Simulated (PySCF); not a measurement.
# P⁺: ionisation energy

P⁺ [Ne] 3s2 3p2 (3P) → P²⁺ [Ne] 3s2 3p1 (2P), as a difference of total energies. All numbers are calculated (PySCF 2.14, the non-relativistic Hamiltonian (point nucleus), in def2-TZVPPD). Correlated levels: valence and next inner shell: 1s2 frozen. The calculations carry no spin-orbit coupling.

```tsv
method	ionisation energy (eV)	plus first-order spin-orbit estimate	difference from reference of that sum (eV)
UHF	19.162	19.155	-0.614
MP2 (valence and next inner shell)	19.618	19.611	-0.158
SCS-MP2 (valence and next inner shell)	19.524	19.518	-0.251
CCSD (valence and next inner shell)	19.649	19.642	-0.127
CCSD(T) (valence and next inner shell)	19.681	19.674	-0.095
```

Reference: 19.769 eV (semi-empirical (NIST evaluation); NIST Atomic Spectra Database, ionization energies).

A first-order spin-orbit estimate (lowest level to lowest level, LS coupling) adds -0.007 eV.

Errors of the correlated levels include the incompleteness of this basis and the frozen core.
